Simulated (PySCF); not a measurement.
Compound: C7HFO.
SMILES with atom numbers: `[O:1]=[CH:2][C:3]#[C:4][C:5]#[C:6][C:7]#[C:8][F:9]` (hydrogens: H10 on C2)

Method: PBE0/6-31G* geometry optimisation, gas phase (PySCF 2.14.0); density fitting, grid level 1; the optimiser is geomeTRIC in internal coordinates, started from a GFN2-xTB structure.

Geometry at step 5:
```
atom  x, y, z in Å
O1     -0.2809    3.2705    2.7411
C2     -0.0806    3.0474    1.5658
C3     -0.0216    1.7232    0.9988
C4      0.0281    0.6076    0.5069
C5      0.0843   -0.6300   -0.0371
C6      0.1306   -1.7554   -0.5128
C7      0.1789   -3.0085   -1.0304
C8      0.2187   -4.1247   -1.4913
F9      0.2602   -5.3071   -1.9530
H10     0.1049    3.8655    0.8465
```

Question: What forces act on the atoms?

Answer: 
```
atom  Fx (eV/Å)  Fy (eV/Å)  Fz (eV/Å)
  O1     -0.057     -0.036     -0.067
  C2      0.181     -0.047      0.106
  C3     -0.071      0.118      0.039
  C4      0.019     -0.069     -0.028
  C5     -0.009      0.017      0.026
  C6      0.006     -0.044     -0.022
  C7     -0.001      0.050     -0.001
  C8      0.000     -0.002      0.049
  F9     -0.014     -0.025     -0.033
 H10     -0.053      0.038     -0.068
```

The largest, 0.22 eV/Å, acts on C2; the rms over all components is 0.058 eV/Å. The forces sum to zero within rounding, as they must for an isolated molecule in no field.

Question: Give the force on C2 in Eh/bohr and in nN.

Answer: 0.215 eV/Å ÷ 51.422 = 0.00418 Eh/bohr, and 0.215 eV/Å × 1.602 = 0.34 nN.

Question: How far is this geometry from the end of the optimisation?

Answer: 0.003 eV above it, and 0.019 Å rms away after alignment. The bonds farthest from their final lengths, with half the difference of the two atoms' forces along the bond (positive lengthens):

```
  bond  now (Å)  final (Å)  force along bond (eV/Å)
C2–H10    1.105      1.107                    +0.07
```

The angle farthest from its final value is C7–C8–F9, 178.9° against 179.8°.

What follows is the cost of the whole optimisation. On an Intel Xeon Platinum 8488C with one thread, no GPU (shared host), this took 69 s and 0.57 GiB of memory at its peak.
